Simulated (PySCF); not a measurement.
CH4Te, SMILES C[TeH].

The structure is a stationary point at B3LYP-D3(BJ)/def2-TZVP. The def2 effective core potentials stand for the cores of Te; spin–orbit coupling is left out.

Computed with PySCF with TDDFT-B3LYP/def2-SVPD.

Vertical excitations. The molecule is in vacuum. State labels are in the subgroup Cs.

Computed excitation energies, oscillator strengths and character:
```json
[
 {"state": "S1", "symmetry": "A\"", "energy (eV)": "3.74", "λ (nm)": "332", "f": "0.001", "main pairs": "HOMO→LUMO 99 %"},
 {"state": "S2", "symmetry": "A\"", "energy (eV)": "4.62", "λ (nm)": "268", "f": "0.026", "main pairs": "HOMO→LUMO+1 100 %"},
 {"state": "S3", "symmetry": "A\"", "energy (eV)": "5.72", "λ (nm)": "217", "f": "0.080", "main pairs": "HOMO→LUMO+2 78 %, HOMO→LUMO+3 20 %"},
 {"state": "S4", "symmetry": "A\"", "energy (eV)": "5.79", "λ (nm)": "214", "f": "0.000", "main pairs": "HOMO→LUMO+3 80 %, HOMO→LUMO+2 20 %"},
 {"state": "S5", "symmetry": "A'", "energy (eV)": "6.11", "λ (nm)": "203", "f": "0.024", "main pairs": "HOMO→LUMO+4 99 %"},
 {"state": "S6", "symmetry": "A\"", "energy (eV)": "6.56", "λ (nm)": "189", "f": "0.091", "main pairs": "HOMO→LUMO+5 98 %"},
 {"state": "S7", "symmetry": "A'", "energy (eV)": "6.68", "λ (nm)": "186", "f": "0.029", "main pairs": "HOMO−1→LUMO 62 %, HOMO→LUMO+6 31 %"},
 {"state": "S8", "symmetry": "A'", "energy (eV)": "7.18", "λ (nm)": "173", "f": "0.142", "main pairs": "HOMO→LUMO+6 62 %, HOMO−1→LUMO 27 %"},
 {"state": "S9", "symmetry": "A'", "energy (eV)": "7.36", "λ (nm)": "169", "f": "0.110", "main pairs": "HOMO−1→LUMO+1 83 %"},
 {"state": "S10", "symmetry": "A\"", "energy (eV)": "7.37", "λ (nm)": "168", "f": "0.021", "main pairs": "HOMO→LUMO+8 80 %, HOMO→LUMO+7 17 %"},
 {"state": "T1", "symmetry": "A\"", "energy (eV)": "3.31", "λ (nm)": "374", "f": "0", "main pairs": "HOMO→LUMO 97 %"},
 {"state": "T2", "symmetry": "A\"", "energy (eV)": "4.15", "λ (nm)": "299", "f": "0", "main pairs": "HOMO→LUMO+1 96 %"},
 {"state": "T3", "symmetry": "A\"", "energy (eV)": "5.38", "λ (nm)": "231", "f": "0", "main pairs": "HOMO→LUMO+2 76 %, HOMO→LUMO+3 14 %"},
 {"state": "T4", "symmetry": "A'", "energy (eV)": "5.59", "λ (nm)": "222", "f": "0", "main pairs": "HOMO−1→LUMO 92 %"}
]
```
Triplets are in the Tamm–Dancoff approximation, which puts them higher than full response would, so one can lie above its singlet here.
